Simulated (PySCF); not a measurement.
Compound: Mo(NH2)4 (singlet state).
Bonds: Mo1–N2, Mo1–N5, Mo1–N8, Mo1–N11. Hydrogens: H3, H4 on N2; H6, H7 on N5; H9, H10 on N8; H12, H13 on N11.

Computed by this run: PySCF, PBE0-D3(BJ)/def2-SVP geometry optimisation, gas phase, def2 core potentials past Kr; density fitting, grid level 1; the optimiser is geomeTRIC in internal coordinates, started from a GFN2-xTB structure with every atom displaced at random (about 0.03 Å).

At the end of the run (lengths in Å): Mo1–N11 1.922, Mo1–N8 1.921, N11–H12 1.021, Mo1–N2 1.922, N2–H4 1.022, N8–H9 1.022, Mo1–N5 1.920, N2–Mo1–N5 108.0°, N2–Mo1–N8 112.1°, H3–N2–Mo1–N5 40°, H12–N11–Mo1–N2 -40°.

Question: These geometries were met on the way; a selection of coordinates is given. Order them by energy above the end point, lowest first.
A. Mo1–N11 1.915, Mo1–N8 1.928, N11–H12 1.012, Mo1–N2 1.890, N2–H4 1.075, N8–H9 1.028, Mo1–N5 1.924, N2–Mo1–N5 126.3°, N2–Mo1–N8 109.4°, H3–N2–Mo1–N5 -9°, H12–N11–Mo1–N2 -67°
B. Mo1–N11 1.863, Mo1–N8 1.922, N11–H12 1.076, Mo1–N2 1.883, N2–H4 1.081, N8–H9 1.027, Mo1–N5 1.945, N2–Mo1–N5 144.6°, N2–Mo1–N8 100.0°, H3–N2–Mo1–N5 -28°, H12–N11–Mo1–N2 -77°
C. Mo1–N11 1.803, Mo1–N8 2.024, N11–H12 1.120, Mo1–N2 1.847, N2–H4 0.991, N8–H9 0.990, Mo1–N5 1.917, N2–Mo1–N5 155.0°, N2–Mo1–N8 93.2°, H3–N2–Mo1–N5 -62°, H12–N11–Mo1–N2 -83°
D. Mo1–N11 1.943, Mo1–N8 1.927, N11–H12 1.013, Mo1–N2 1.939, N2–H4 0.994, N8–H9 1.023, Mo1–N5 1.912, N2–Mo1–N5 104.7°, N2–Mo1–N8 115.3°, H3–N2–Mo1–N5 7°, H12–N11–Mo1–N2 -57°
E. Mo1–N11 1.920, Mo1–N8 1.898, N11–H12 1.030, Mo1–N2 1.912, N2–H4 1.027, N8–H9 1.023, Mo1–N5 1.896, N2–Mo1–N5 115.5°, N2–Mo1–N8 112.6°, H3–N2–Mo1–N5 -2°, H12–N11–Mo1–N2 -63°

Answer: D (0.224 eV), E (0.373 eV), A (0.786 eV), B (1.819 eV), C (3.379 eV).

```csv
step,E above end (eV),"rms distance from the end, all atoms (Å)",largest force (eV/Å),rms shift of all bonds from the end (Å)
6,0.224,0.250,1.460,0.012
5,0.373,0.352,0.566,0.011
4,0.786,0.579,1.619,0.019
2,1.819,0.982,1.039,0.032
0,3.379,1.163,4.940,0.060
```

Rows stand in the order of the answer.
